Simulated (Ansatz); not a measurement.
`[OH][SnH2][O][SiH3]` + HBr → `[OH][SnH2][Br]` + silanol at 298.15 K and 1 bar (ligand exchange at the Sn–O bond).

Program: Ansatz. Geometries: PBE0-D4/def2-TZVP. ΔE: electronic, gas phase. CCSD(T)/CBS is the MP2 limit (def2-TZVPP, def2-QZVPP) plus CCSD(T) − MP2 in def2-TZVPP, frozen cores. def2 core potentials past Kr. For Br, Sn outer-core shells are correlated without core-valence functions, which leaves a few kJ/mol of doubt a bond. Scalar relativity is left out up to krypton. Each species was taken in one conformer, which may not be the lowest.

```json
{"species": "`[OH][SnH2][O][SiH3]`", "CCSD(T)/CBS energy (Eh)": "-657.12333", "H − E (kJ/mol)": "170.8", "S (J/(mol·K))": "386.1"}
{"species": "HBr", "CCSD(T)/CBS energy (Eh)": "-2573.91920", "H − E (kJ/mol)": "24.6", "S (J/(mol·K))": "198.6"}
{"species": "`[OH][SnH2][Br]`", "CCSD(T)/CBS energy (Eh)": "-2864.37583", "H − E (kJ/mol)": "89.8", "S (J/(mol·K))": "332.5"}
{"species": "`O[SiH3]`", "CCSD(T)/CBS energy (Eh)": "-366.69042", "H − E (kJ/mol)": "113.6", "S (J/(mol·K))": "257.8"}
```

H − E and S are ideal-gas, rigid-rotor, harmonic terms from PBE0-D4/def2-TZVP, for one conformer and one mirror image of each species. 1 Eh = 2625.50 kJ/mol, R = 8.31446 J/(mol·K).

Q: By hand: ΔE, ΔH, ΔS and ΔG.

A: ΔE = (-2864.37583) + (-366.69042) − (-657.12333) − (-2573.91920) = -0.02372 Eh = -62.3 kJ/mol. Δ(H − E) = 89.8 + 113.6 − 170.8 − 24.6 = 8.0, so ΔH = -54.3 kJ/mol. ΔS = 332.5 + 257.8 − 386.1 − 198.6 = 5.6 J/(mol·K). ΔG = -54.3 − 298.15 × (5.6)/1000 = -56.0 kJ/mol.

Q: By hand: the equilibrium constant, and the temperature at which ΔG would vanish if ΔH and ΔS stayed fixed.

A: log₁₀ K = −ΔG/(RT ln 10) = 9.8. ΔH and −TΔS have one sign here, so there is no such temperature.

The number of gas molecules stays the same, so ΔS is small and ΔH decides. A doubt of 5 kJ/mol in ΔE shifts log₁₀ K by 0.9 here. Other conformers and mirror images would add mixing entropy, several J/(mol·K) or more a flexible species. Modes under 60 cm⁻¹, often nearly free rotors, make the harmonic entropy too high. These are equilibria of isolated gas molecules and say nothing of rates. Largest T1 diagnostic: 0.014 (customary marks: 0.02 for closed shells, 0.045 for open ones).

ΔS is within the doubt of such terms, so its sign, and with it that verdict, could turn.
